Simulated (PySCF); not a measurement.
# Computed structure and properties of Y2N2

System: Y2N2 (singlet); start: template (D2h). Method: PySCF 2.14.0, RKS PBE, Y def2-SVP with ECP28, N def2-SVP; non-relativistic Hamiltonian with scalar-relativistic core potentials where named; density fitting; no spin-orbit coupling.

Input of the relaxation:

```python
mol = gto.M(atom='''
Y      0.00000     0.00000     1.60790
Y     -0.00000    -0.00000    -1.60790
N      1.37500    -0.00000    -0.00000
N     -1.37500     0.00000     0.00000''',
    basis={'Y': 'def2-SVP', 'N': 'def2-SVP'},
    ecp={'Y': 'def2-SVP'},
    charge=0, spin=0)
mf = dft.RKS(mol, xc='PBE')
mf.grids.atom_grid = (50, 194)
mf = mf.density_fit()  # fitting sets: Y def2-universal-JKFIT, N def2-universal-JKFIT
mf.conv_tol = 1e-08; mf.max_cycle = 55
mf.kernel(dm0)  # dm0: converged density of the start geometry
# quasi-Newton relaxation in Cartesian coordinates to a largest gradient under 0.00045 Eh/bohr, steps kept in the point group
```

Run from Python with OMP_NUM_THREADS=2; the lines above give its settings. Where DIIS fails, smearing, a level shift and second-order steps follow.
It took 19 s on 2 threads of Arm Neoverse V1 (shared host), from the converged density of the start.

Course of the relaxation:

```json
{"step": "0", "energy above end (eV)": "0.4112", "largest force component within the symmetry (eV/Å)": "3.416"}
{"step": "1", "energy above end (eV)": "0.1349", "largest force component within the symmetry (eV/Å)": "2.089"}
{"step": "2", "energy above end (eV)": "0.0075", "largest force component within the symmetry (eV/Å)": "0.526"}
{"step": "3", "energy above end (eV)": "0.0002", "largest force component within the symmetry (eV/Å)": "0.069"}
{"step": "4", "energy above end (eV)": "0.0000", "largest force component within the symmetry (eV/Å)": "0.013"}
{"step": "5", "energy above end (eV)": "0.0000", "largest force component within the symmetry (eV/Å)": "0.004"}
```

Relaxed geometry (D2h):

```xyz
4

Y     0.0000    0.0000    1.4970
Y     0.0000    0.0000   -1.4970
N     1.3725    0.0000    0.0000
N    -1.3725    0.0000    0.0000
```

```
  contact      Å
Y1–N3 (N)  2.031
Y1–N4 (N)  2.031
```

On the finer grid (75, 302):

```
HOMO                                                         : -3.42 eV
LUMO                                                         : -2.26 eV
Dipole about the centre of mass                              : 0.00 D
Set of Mulliken populations of Y1 outside the core potential : s 2.34, p 6.27, d 1.89, f 0.09
D3(BJ) dispersion energy (not in the energies)               : -0.105 eV
```

```
atom  Mulliken (e)  Löwdin (e)  spin (e)
  Y1          0.40        0.12      0.00
  Y2          0.40        0.12      0.00
  N3         -0.40       -0.12      0.00
  N4         -0.40       -0.12      0.00
```

On the grid (50, 194), as all that follows. Harmonic modes: a minimum; lowest 221 cm⁻¹ (negative: unstable), highest 729 cm⁻¹, zero-point energy 0.184 eV.

Rigid scan of N along the line from its metal, all other atoms held (where the atom bridges, its other bond changes as well):

distance to N3 (Å), energy (eV) and a bar:
```
     1.73      1.170 ##############################
     1.83      0.450 ############
     1.93      0.099 ###
     2.03      0.000 
     2.13      0.076 ##
     2.23      0.266 #######
     2.33      0.530 ##############
     2.48      1.001 ##########################
```

One start shape was tried, so this needn't be the lowest isomer.
